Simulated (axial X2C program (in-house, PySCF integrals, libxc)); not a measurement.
## ZrN: properties at the nuclei

Computed with an axial X2C code built on PySCF integrals: two-component X2C with atomic mean-field Coulomb and Gaunt terms, Gaussian nuclei, basis Zr dyall-cv3z, N dyall-av3z with contracted cores.

R = 1.672 Å (near the PBE0 minimum at charge 0 of the determinant lowest at the starting distance; the state shown can have its own minimum elsewhere).

Determinant lowest in the PBE0 search, Ω = 1/2 (⟨Sz⟩ = 0.50, ⟨Lz⟩ = 0.00 at PBE0), spin on the atoms Zr 0.54, N -0.04:

| level | Eeff magnitude (GV/cm) | Ws magnitude Zr (kHz) | A∥/gI Zr (MHz) | qzz Zr (a.u.) | A∥/gI N (MHz) | qzz N (a.u.) | μ (D) |
| --- | --- | --- | --- | --- | --- | --- | --- |
| PBE0 | 2.78 | 2.62 | 3740 | -3.05 | 37.2 | -0.40 | -4.21 |
| HF | 4.27 | 4.03 | 2670 | -2.21 | -63.4 | -0.32 | -4.33 |
| BP86 | 2.61 | 2.46 | 3930 | -3.44 | 45.9 | -0.40 | -4.03 |
| BHandHLYP | 2.92 | 2.72 | 3820 | -2.79 | 40.5 | -0.39 | -4.61 |
| TPSSh | 2.72 | 2.56 | 3660 | -3.19 | 37.1 | -0.40 | -4.05 |

Determinant 0.97 eV from it at PBE0 and this distance, Ω = 3/2 (⟨Sz⟩ = -0.50, ⟨Lz⟩ = 2.00 at PBE0), spin on the atoms Zr -0.57, N 0.07:

```tsv
level	Eeff magnitude (GV/cm)	Ws magnitude Zr (kHz)	A∥/gI Zr (MHz)	qzz Zr (a.u.)	A∥/gI N (MHz)	qzz N (a.u.)	μ (D)
PBE0	0.606	0.182	569	-0.69	9.3	-0.23	-7.06
BP86	0.536	0.154	577	-1.21	9.76	-0.22	-6.41
BHandHLYP	0.613	0.184	530	-0.34	8.51	-0.21	-7.60
TPSSh	0.56	0.166	591	-0.85	9.27	-0.22	-6.85
```

Eeff is the effective electric field on the electron electric dipole moment in this Ω state and Ws the scalar–pseudoscalar constant of the nucleus named (defined with the proton number Z and per Ω); A∥ (defined per Ω) follows by multiplying with gI = μI/(I μN); qzz is the electric field gradient, eQq0 = 234.96 MHz × Q/barn × qzz; μ is positive if the N end (last atom) is positive. The operators were transformed with the bare-nucleus X2C matrices; with these basis sets, hyperfine constants and field gradients can be off by tens of per cent, and where levels differ in sign neither size nor sign is settled.

Question: With gI(91Zr) = -0.5214, Q(91Zr) = -0.176 barn, Q(14N) = 0.02044 barn (g factors from the IAEA table of nuclear moments by Stone; Q from Pyykkö, Mol. Phys. 2018), turn the PBE0 values of the first state into constants in MHz.

Answer: A∥(91Zr) = 3740 × -0.5214 = -1950 MHz; eQq0(91Zr) = 234.96 × (-0.176) × (-3.05) = 126 MHz; eQq0(14N) = 234.96 × (0.02044) × (-0.40) = -1.92 MHz.

Each state is one determinant with collinear spin. Unrestricted Hartree–Fock can overshoot spin polarisation at the nuclei. Left out as unconverged or as another state under the same occupation: HF in at least one table. The search compared states at one distance, so a state with another bond length can lie lower. Further determinants of the search, some of them spin-mixed, are not shown. PBE0 term energies can be off by some tenths of an eV.
